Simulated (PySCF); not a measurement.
H$_{2}$Be, singlet, geometry from GFN2-xTB (such geometries of metal compounds can be far from the true shape). Base run: M06/6-31G* (PySCF).

The PySCF input:
```python
from pyscf import gto, scf, dft

mol = gto.Mole()
mol.atom = '''
    Be    0.000000    0.000000    0.000000
    H     0.000000    0.000000    1.279391
    H    -0.000000   -0.000000   -1.279391
'''
mol.basis = '6-31g*'
mol.charge = 0
mol.spin = 0
mol.verbose = 4
mol.build()

mf = dft.RKS(mol)
mf.xc = 'm06'
mf.kernel()
mf.analyze()
```

The base run was repeated with changes; each row names its change, and settings that it needs were set with it.

```json
[
 {"change": "base", "ΔE vs base (µEh)": "0.0", "grid points": "33344", "electrons on the grid": "6.00000"},
 {"change": "grids.level = 2", "ΔE vs base (µEh)": "2.8", "grid points": "21776", "electrons on the grid": "6.00000"},
 {"change": "grids.level = 0", "ΔE vs base (µEh)": "9602", "grid points": "2304", "electrons on the grid": "5.99538"},
 {"change": "grids.atom_grid = (99, 590)", "ΔE vs base (µEh)": "16.9", "grid points": "97200", "electrons on the grid": "6.00000"},
 {"change": "small_rho_cutoff = 0", "ΔE vs base (µEh)": "0.0", "grid points": "33344", "electrons on the grid": "6.00000"},
 {"change": "grids.level = 4", "ΔE vs base (µEh)": "17.0", "grid points": "59296", "electrons on the grid": "6.00000"},
 {"change": "grids.level = 1", "ΔE vs base (µEh)": "55.8", "grid points": "10032", "electrons on the grid": "6.00000"},
 {"change": "grids.atom_grid = (30, 110)", "ΔE vs base (µEh)": "440", "grid points": "7392", "electrons on the grid": "5.99997"},
 {"change": "grids.level = 7", "ΔE vs base (µEh)": "15.2", "grid points": "184328", "electrons on the grid": "6.00000"},
 {"change": "grids.prune = dft.gen_grid.treutler_prune", "ΔE vs base (µEh)": "-121", "grid points": "28880", "electrons on the grid": "6.00000"},
 {"change": "grids.prune = dft.gen_grid.sg1_prune", "ΔE vs base (µEh)": "589", "grid points": "14856", "electrons on the grid": "5.99996"}
]
```
